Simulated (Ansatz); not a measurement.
`[OH][In]([F])[CH2]F` and `[OH][In]([F])[SH]` differ in one atom or group.

Ansatz, PBE0-D4/def2-TZVP geometries, multiplicity 1. Each molecule was computed in one conformer, which needn't be the lowest.

Elements past krypton have def2 core potentials.

```
                                        property  `[OH][In]([F])[CH2]F`
              LUMO energy (PBE0/def2-TZVPP) / eV                  -1.61
              HOMO energy (PBE0/def2-TZVPP) / eV                  -8.36
             LUMO energy (B3LYP/def2-TZVPP) / eV                  -1.98
             HOMO–LUMO gap (PBE/def2-TZVPP) / eV                   4.46
           HOMO energy (ωB97M-V/def2-TZVPP) / eV                 -10.58
size of the dipole moment (B3LYP/def2-TZVPP) / D                   3.41
```

(1) What does the change do to each property? (Estimate.)

## Answers

(1) The calculation gave: 
```csv
property,`[OH][In]([F])[SH]`,shift
LUMO energy (PBE0/def2-TZVPP) / eV,-2.17,-0.56
HOMO energy (PBE0/def2-TZVPP) / eV,-8.20,0.16
LUMO energy (B3LYP/def2-TZVPP) / eV,-2.51,-0.53
HOMO–LUMO gap (PBE/def2-TZVPP) / eV,3.85,-0.61
HOMO energy (ωB97M-V/def2-TZVPP) / eV,-10.40,0.18
size of the dipole moment (B3LYP/def2-TZVPP) / D,0.73,-2.68
```

With PBE0 the HOMO rises by 0.16 eV and the LUMO falls by 0.56 eV, so the gap narrows by about 0.72 eV. PBE moves the HOMO by 0.04 eV and ωB97M-V by 0.18 eV. Dipoles are sizes alone; their direction can turn.

B3LYP here is the variant with VWN-RPA as its local correlation; programs differ in this.
